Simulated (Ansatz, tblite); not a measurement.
Forces on the cluster B₆Pt⁺ at its r2SCAN-D4/def2-SVP geometry. Charge 1, multiplicity 2.

In the def2 sets Pt takes a core potential; there is no spin–orbit coupling. The xTB rows come from tblite. Another isomer (doublet) lies 1.06 eV lower at PBE0-D4/def2-TZVP; other spin states weren't run for this one.

GFN1-xTB (tblite), largest force 1.75 eV/Å:

```xyz
7
positions Å, forces eV/Å
Pt    0.714    0.281   -1.928    0.735    0.294   -1.189
B     0.821    0.302    0.077    1.632    0.616    0.095
B     0.086   -1.203    0.821   -0.280   -0.695   -0.436
B    -0.715    0.961    0.840   -0.671    0.332   -0.463
B    -0.375   -1.024   -0.729   -0.439   -0.644    0.936
B    -0.959    0.535   -0.712   -0.724    0.207    0.926
B     0.427    0.148    1.630   -0.253   -0.110    0.131
```

GFN2-xTB (tblite), largest force 2.04 eV/Å:

```
Pt 0.216 0.086 -0.095
B -0.129 -0.041 0.165
B -0.003 1.137 -1.188
B 0.729 -0.874 -1.212
B -0.149 0.948 1.801
B 0.546 -0.818 1.767
B -1.209 -0.438 -1.238
```

PBE-D4/def2-TZVP (Ansatz), largest force 0.32 eV/Å:

```
Pt 0.013 0.007 0.059
B 0.160 0.067 0.091
B 0.060 0.072 -0.056
B 0.099 -0.025 -0.059
B -0.008 -0.206 0.114
B -0.134 0.155 0.098
B -0.189 -0.070 -0.246
```
